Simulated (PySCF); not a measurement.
F6Zr (SMILES [F][Zr-2]([F])([F])([F])([F])[F]), charge -2, singlet, geometry from GFN2-xTB (such geometries of metal compounds can be far from the true shape) (all electrons, no relativity); PySCF with CAMB3LYP/3-21G.

PySCF was given this input:
```python
from pyscf import gto, scf, dft

mol = gto.Mole()
mol.atom = '''
    Zr    0.00000000   -0.00000000   -0.00000000
    F     1.22184299   -0.51618369   -1.47939569
    F    -1.22184299    0.51618369    1.47939569
    F    -1.23887202    0.83032195   -1.31290482
    F    -0.95929835   -1.72976223   -0.18875067
    F     0.95929835    1.72976223    0.18875067
    F     1.23887202   -0.83032195    1.31290482
'''
mol.basis = '3-21g'
mol.charge = -2
mol.verbose = 4
mol.symmetry = True
mol.build()

mf = dft.RKS(mol)
mf.xc = 'camb3lyp'
mf.irrep_nelec = {'Ag': 30, 'B1g': 6, 'B2g': 6, 'B3g': 6, 'B1u': 14, 'B2u': 16, 'B3u': 18}
mf.kernel()
mf.analyze()
```

What the program printed (banner, timings and long lists left out):

```
PySCF version 2.14.0

[INPUT] verbose = 4
[INPUT] num. atoms = 7
[INPUT] num. electrons = 96
[INPUT] charge = -2
[INPUT] spin (= nelec alpha-beta = 2S) = 0
[INPUT] symmetry True subgroup None
[INPUT] Mole.unit = angstrom
[INPUT] Symbol           X                Y                Z      unit          X                Y                Z       unit  Magmom
[...]
nuclear repulsion = 790.673129096869
point group symmetry = Oh, use subgroup D2h
symmetry origin: [ 0.00000000e+00  0.00000000e+00 -3.77948264e-17]
symmetry axis x: [ 0.62350539 -0.41788837  0.66076497]
symmetry axis y: [-0.48280023 -0.87056294 -0.09499533]
symmetry axis z: [ 0.61493494 -0.25978738 -0.74455728]
num. orbitals of irrep Ag = 27
num. orbitals of irrep B1g = 7
num. orbitals of irrep B2g = 7
num. orbitals of irrep B3g = 7
num. orbitals of irrep B1u = 14
num. orbitals of irrep B2u = 14
num. orbitals of irrep B3u = 14
number of shells = 44
number of NR pGTOs = 171
number of NR cGTOs = 90
basis = 3-21g
ecp = {}

******** <class 'pyscf.dft.rks_symm.SymAdaptedRKS'> ********
method = SymAdaptedRKS
initial guess = minao
damping factor = 0
level_shift factor = 0
DIIS = <class 'pyscf.scf.diis.CDIIS'>
diis_start_cycle = 1
diis_space = 8
diis_damp = 0
SCF conv_tol = 1e-09
SCF conv_tol_grad = None
SCF max_cycles = 50
direct_scf = True
direct_scf_tol = 1e-13
XC library pyscf.dft.libxc version 7.1.2
    S. Lehtola, C. Steigemann, M. J. T. Oliveira, and M. A. L. Marques,  SoftwareX 7, 1–5 (2018)
XC functionals = camb3lyp
    T. Yanai, D. P. Tew, and N. C. Handy,  Chem. Phys. Lett. 393, 51 (2004)
radial grids:
    Treutler-Ahlrichs [JCP 102, 346 (1995); DOI:10.1063/1.469408] (M4) radial grids

becke partition: Becke, JCP 88, 2547 (1988); DOI:10.1063/1.454033
pruning grids: <function nwchem_prune>
grids dens level: 3
symmetrized grids: True
atomic radii adjust function: <function treutler_atomic_radii_adjust>
small_rho_cutoff = 0
Freeze 96 electrons in irreps ['Ag', 'B1g', 'B2g', 'B3g', 'B1u', 'B2u', 'B3u']
    0 free electrons in irreps
Set gradient conv threshold to 3.16228e-05
Initial guess from minao.
tot grids = 107968
init E= -4114.83451170114
HOMO (B3u) = -0.015260245152501  LUMO (B1u) = -0.596339064618479  gap/eV = -15.81196

WARN: Ag LUMO -0.086999464245697 < system HOMO -0.015260245152501

WARN: B1g HOMO -0.59256352797712 > system LUMO -0.596339064618479

WARN: B1g LUMO -0.128121122296186 < system HOMO -0.015260245152501

WARN: B2g HOMO -0.592560529934285 > system LUMO -0.596339064618479

WARN: B2g LUMO -0.128119812461351 < system HOMO -0.015260245152501

WARN: B3g HOMO -0.592568599565587 > system LUMO -0.596339064618479

WARN: B3g LUMO -0.128130031011549 < system HOMO -0.015260245152501

WARN: B1u LUMO -0.596339064618479 < system HOMO -0.015260245152501

WARN: B2u HOMO -0.59633549088697 > system LUMO -0.596339064618479

WARN: B2u LUMO -0.0152613814881812 < system HOMO -0.015260245152501

WARN: B3u HOMO -0.015260245152501 > system LUMO -0.596339064618479

cycle= 1 E= -4119.21340565134  delta_E= -4.38  |g|=  1.4  |ddm|= 4.33
HOMO (B3u) = 0.223870564260383  LUMO (B1u) = 0.0503995090732654  gap/eV = -4.72039

WARN: Ag LUMO 0.217914076158146 < system HOMO 0.223870564260383

WARN: B1g HOMO 0.0589926361118951 > system LUMO 0.0503995090732654

WARN: B2g LUMO 0.176749421978102 < system HOMO 0.223870564260383

WARN: B3g LUMO 0.150120099680313 < system HOMO 0.223870564260383

WARN: B1u LUMO 0.0503995090732654 < system HOMO 0.223870564260383

WARN: B2u HOMO 0.0498759004810938 > system LUMO 0.0503995090732654

WARN: B3u HOMO 0.223870564260383 > system LUMO 0.0503995090732654

cycle= 2 E= -4116.00705527999  delta_E= 3.21  |g|=  4.5  |ddm|= 4.16
HOMO (B3u) = 0.2013243472394  LUMO (B1u) = -0.0916963647654709  gap/eV = -7.97350

WARN: B1u LUMO -0.0916963647654709 < system HOMO 0.2013243472394

WARN: B3u HOMO 0.2013243472394 > system LUMO -0.0916963647654709

cycle= 3 E= -4119.25950856751  delta_E= -3.25  |g|= 1.53  |ddm|= 2.51
[...]

WARN: B3u HOMO 0.189511104666246 > system LUMO -0.10270790519594

cycle= 7 E= -4119.78138124981  delta_E= -0.00897  |g|= 0.0953  |ddm|= 0.29
HOMO (B3u) = 0.18940877821707  LUMO (B1u) = -0.104337623081772  gap/eV = -7.99325

WARN: B1u LUMO -0.104337623081772 < system HOMO 0.18940877821707

WARN: B3u HOMO 0.18940877821707 > system LUMO -0.104337623081772

cycle= 8 E= -4119.78266975697  delta_E= -0.00129  |g|= 0.0397  |ddm|= 0.0595
HOMO (B3u) = 0.189390096977031  LUMO (B1u) = -0.103438664535115  gap/eV = -7.96828

WARN: B1u LUMO -0.103438664535115 < system HOMO 0.189390096977031

WARN: B3u HOMO 0.189390096977031 > system LUMO -0.103438664535115

cycle= 9 E= -4119.78290269293  delta_E= -0.000233  |g|= 0.0195  |ddm|= 0.0378
HOMO (B3u) = 0.189503258991083  LUMO (B1u) = -0.103455594119549  gap/eV = -7.97182

WARN: B1u LUMO -0.103455594119549 < system HOMO 0.189503258991083

WARN: B3u HOMO 0.189503258991083 > system LUMO -0.103455594119549

cycle= 10 E= -4119.78295130976  delta_E= -4.86e-05  |g|= 0.0111  |ddm|= 0.00627
HOMO (B3u) = 0.189598304912415  LUMO (B1u) = -0.1031360269191  gap/eV = -7.96571

WARN: B1u LUMO -0.1031360269191 < system HOMO 0.189598304912415

WARN: B3u HOMO 0.189598304912415 > system LUMO -0.1031360269191

cycle= 11 E= -4119.78297427101  delta_E= -2.3e-05  |g|= 0.00123  |ddm|= 0.00885
HOMO (B3u) = 0.189603760468509  LUMO (B1u) = -0.103108212285878  gap/eV = -7.96510

WARN: B1u LUMO -0.103108212285878 < system HOMO 0.189603760468509

WARN: B3u HOMO 0.189603760468509 > system LUMO -0.103108212285878

cycle= 12 E= -4119.78297452396  delta_E= -2.53e-07  |g|= 0.000372  |ddm|= 0.000912
HOMO (B3u) = 0.189600582202583  LUMO (B1u) = -0.103115082027041  gap/eV = -7.96520

WARN: B1u LUMO -0.103115082027041 < system HOMO 0.189600582202583

WARN: B3u HOMO 0.189600582202583 > system LUMO -0.103115082027041

cycle= 13 E= -4119.782974548  delta_E= -2.4e-08  |g|= 0.000128  |ddm|= 0.000382
HOMO (B3u) = 0.189601489957559  LUMO (B1u) = -0.103109871881906  gap/eV = -7.96508

WARN: B1u LUMO -0.103109871881906 < system HOMO 0.189601489957559

WARN: B3u HOMO 0.189601489957559 > system LUMO -0.103109871881906

cycle= 14 E= -4119.78297455157  delta_E= -3.57e-09  |g|= 1.38e-05  |ddm|= 0.000146
HOMO (B3u) = 0.189601457461636  LUMO (B1u) = -0.103109969745663  gap/eV = -7.96508

WARN: B1u LUMO -0.103109969745663 < system HOMO 0.189601457461636

WARN: B3u HOMO 0.189601457461636 > system LUMO -0.103109969745663

cycle= 15 E= -4119.78297455163  delta_E= -6.73e-11  |g|= 3.3e-06  |ddm|= 1.72e-05
HOMO (B3u) = 0.189601343112978  LUMO (B1u) = -0.103110198192422  gap/eV = -7.96509

WARN: B1u LUMO -0.103110198192422 < system HOMO 0.189601343112978

WARN: B3u HOMO 0.189601343112978 > system LUMO -0.103110198192422

Extra cycle  E= -4119.78297455161  delta_E= 2e-11  |g|= 1e-05  |ddm|= 9.27e-06
converged SCF energy = -4119.78297455161
**** SCF Summaries ****
Total Energy =                       -4119.782974551613734
Nuclear Repulsion Energy =             790.673129096868706
One-electron Energy =                -7300.660218552071456
Two-electron Energy =                 2390.204114903589016
Two-electron Coulomb Energy =         2564.853897411101116
DFT Exchange-Correlation Energy =     -174.649782507512043
HOMO-LUMO gap [eV] =                    -7.965086742970420
Wave-function symmetry = Ag
occupancy for each irrep:     Ag  B1g  B2g  B3g  B1u  B2u  B3u
                              15    3    3    3    7    8    9
**** MO energy ****
[...]
 ** Mulliken pop on meta-lowdin orthogonal AOs  **
 ** Mulliken pop  **
 ** Mulliken atomic charges  **
charge of    0Zr =     -0.74481
charge of    1F =     -0.24312
charge of    2F =     -0.24312
charge of    3F =     -0.14191
charge of    4F =     -0.24256
charge of    5F =     -0.24256
charge of    6F =     -0.14191

WARN: System has nonzero charge -2; the dipole moment is origin-dependent.
Location of origin: [0. 0. 0.]

Dipole moment(X, Y, Z, Debye):  0.00000, -0.00000,  0.00000
```
